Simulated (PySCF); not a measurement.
# Two-dimensional NMR puzzle

Compound of formula C$_{7}$H$_{13}$FSi. Correlations simulated from computed shifts and the bond graph:

HSQC (one-bond C–H):
| δH | δC |
| --- | --- |
| 5.92 | 149.4 |
| 5.38 | 118.0 |
| 5.13 | 91.9 |
| 5.12 | 118.0 |
| 2.52 | 32.7 |
| 2.48 | 40.4 |
| 2.42 | 29.3 |
| 1.39 | 4.7 |
| 1.33 | 40.4 |
| 1.33 | 32.7 |
| 0.73 | 4.7 |

COSY cross peaks (H two or three bonds apart, from the bond graph; peaks can be absent where the dihedral angle is near 90°):
| δH | δH |
| --- | --- |
| 5.92 | 5.38 |
| 5.92 | 5.12 |
| 5.92 | 2.42 |
| 5.38 | 5.12 |
| 5.13 | 2.52 |
| 5.13 | 2.48 |
| 5.13 | 1.33 |
| 5.13 | 1.33 |
| 3.97 | 3.88 |
| 3.97 | 2.42 |
| 3.97 | 1.39 |
| 3.97 | 0.73 |
| 3.88 | 2.42 |
| 3.88 | 1.39 |
| 3.88 | 0.73 |
| 2.52 | 1.39 |
| 2.52 | 1.33 |
| 2.52 | 0.73 |
| 2.48 | 2.42 |
| 2.48 | 1.33 |
| 2.42 | 1.33 |
| 1.39 | 1.33 |
| 1.39 | 0.73 |
| 1.33 | 0.73 |

HMBC (two and three bonds, from the bond graph):
| δH | δC |
| --- | --- |
| 5.92 | 118.0, 40.4, 29.3 |
| 5.38 | 149.4, 29.3 |
| 5.13 | 40.4, 32.7, 29.3, 4.7 |
| 5.12 | 149.4, 29.3 |
| 3.97 | 149.4, 40.4, 32.7, 29.3, 4.7 |
| 3.88 | 149.4, 40.4, 32.7, 29.3, 4.7 |
| 2.52 | 91.9, 40.4, 4.7 |
| 2.48 | 149.4, 91.9, 32.7, 29.3 |
| 2.42 | 149.4, 118.0, 91.9, 40.4, 4.7 |
| 1.39 | 91.9, 32.7, 29.3 |
| 1.33 | 149.4, 91.9, 32.7, 29.3 |
| 1.33 | 91.9, 40.4, 4.7 |
| 0.73 | 91.9, 32.7, 29.3 |

Theory: NMR shieldings at PBE0/pcSseg-1/GIAO, GFN2-xTB geometry, in PySCF 2.14.0 with density-fitted response routines (in vacuum, relativity neglected, single conformer).

Shifts are taken against calculated references (same method and geometry level): TMS for 1H and 13C.

Exchangeable hydrogens are left out of these lists.

Problem. Work out the connectivity.

Solution. `C=C[C@@H]1C[C@@H](F)CC[SiH2]1`.

Atoms are numbered as in `[CH2:1]=[CH:2][C@@H:3]1[CH2:4][C@@H:5]([F:6])[CH2:7][CH2:8][SiH2:9]1`. Hydrogens are named by the atom that carries them. Ha(C4), Ha(C7), Ha(C8), Ha(Si9) are cis to C2 on the ring; Ha(C1) is cis to C3; Hb(C4), Hb(C7), Hb(C8), Hb(Si9) are trans to C2 on the ring; Hb(C1) is trans to C3.

δC 149.4 is C2, an alkene CH (δH 5.92). δC 118.0 is C1, a terminal =CH2 carbon (δH 5.12, 5.38). δC 91.9 is C5, an sp3 CH bonded to F (δH 5.13). δC 40.4 is C4, an sp3 CH2 in a ring (δH 2.48, 1.33). δC 32.7 is C7, an sp3 CH2 in a ring (δH 2.52, 1.33). δC 29.3 is C3, an allylic sp3 CH bonded to Si (δH 2.42). δC 4.7 is C8, an sp3 CH2 bonded to Si (δH 1.39, 0.73). COSY links 5.92–5.38, 5.92–5.12, 5.92–2.42, 5.38–5.12, 5.13–2.52, 5.13–2.48.

The shifts were computed for this structure.

Shifts are as computed. Against solution values, carbons near 30 ppm lie about +3 ppm off and those near 130 ppm about +5 ppm. Of 1211 compounds with measured shifts, 218 miss one by over three times the rms of a fit or turn the order of signals round; such compounds aren't used in these exercises.
